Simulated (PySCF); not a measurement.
Electron correlation in Nb (niobium, neutral)

[Kr] 4d3 5s2, high-spin 4F determinant (an excited configuration). Computed with PySCF 2.14 in aug-cc-pwCVDZ-PP with ECP28MDF, with scalar relativity through the core potential. Frozen: 4s2 4p6; 5 electrons correlated.

```tsv
level	correlation energy (mhartree)
CCSD	-77.28
(T)	-3.73
CCSD(T)	-81.01
```

Diagnostics: T1 = 0.030, D1 = 0.0858, largest double amplitude 0.055.

Cost of the coupled-cluster step: of the order of 12 core-seconds, for 5 correlated electrons.

Iterations:

```
CC2 = 0
CCSD nocc = (np.int64(4), np.int64(1)), nmo = (66, 66)
frozen orbitals [[0, 1, 2, 3], [0, 1, 2, 3]]
max_cycle = 100
direct = 0
conv_tol = 1e-08
conv_tol_normt = 1e-06
diis_space = 8
diis_start_cycle = 0
Init t2, MP2 energy = -0.0628185449691357
Init E_corr(UCCSD) = -0.0628185449692998
cycle = 1  E_corr(UCCSD) = -0.0715449739998132  dE = -0.00872642903  norm(t1,t2) = 0.0705603
cycle = 2  E_corr(UCCSD) = -0.0744046514977249  dE = -0.0028596775  norm(t1,t2) = 0.0340255
cycle = 3  E_corr(UCCSD) = -0.0769431025365152  dE = -0.00253845104  norm(t1,t2) = 0.0191779
cycle = 4  E_corr(UCCSD) = -0.0770377377589986  dE = -9.46352225e-05  norm(t1,t2) = 0.0062691
cycle = 5  E_corr(UCCSD) = -0.0772518811415175  dE = -0.000214143383  norm(t1,t2) = 0.00350826
cycle = 6  E_corr(UCCSD) = -0.0772744621513288  dE = -2.25810098e-05  norm(t1,t2) = 0.00152021
cycle = 7  E_corr(UCCSD) = -0.0772689140779113  dE = 5.54807342e-06  norm(t1,t2) = 0.000546356
cycle = 8  E_corr(UCCSD) = -0.0772812084842624  dE = -1.22944064e-05  norm(t1,t2) = 0.000179177
cycle = 9  E_corr(UCCSD) = -0.0772749364034972  dE = 6.27208077e-06  norm(t1,t2) = 7.95607e-05
cycle = 10  E_corr(UCCSD) = -0.0772767029741848  dE = -1.76657069e-06  norm(t1,t2) = 3.65014e-05
cycle = 11  E_corr(UCCSD) = -0.0772765397127538  dE = 1.63261431e-07  norm(t1,t2) = 1.35136e-05
cycle = 12  E_corr(UCCSD) = -0.0772764629723457  dE = 7.6740408e-08  norm(t1,t2) = 6.22325e-06
cycle = 13  E_corr(UCCSD) = -0.0772764551211269  dE = 7.85121883e-09  norm(t1,t2) = 1.99565e-06
cycle = 14  E_corr(UCCSD) = -0.0772764710504767  dE = -1.59293498e-08  norm(t1,t2) = 7.40961e-07
cycle = 15  E_corr(UCCSD) = -0.0772764711890292  dE = -1.38552503e-10  norm(t1,t2) = 2.24336e-07
UCCSD converged
E(UCCSD) = -56.19919670688964  E_corr = -0.07727647118902921
UCCSD(T) correction = -0.00372939077323488
```
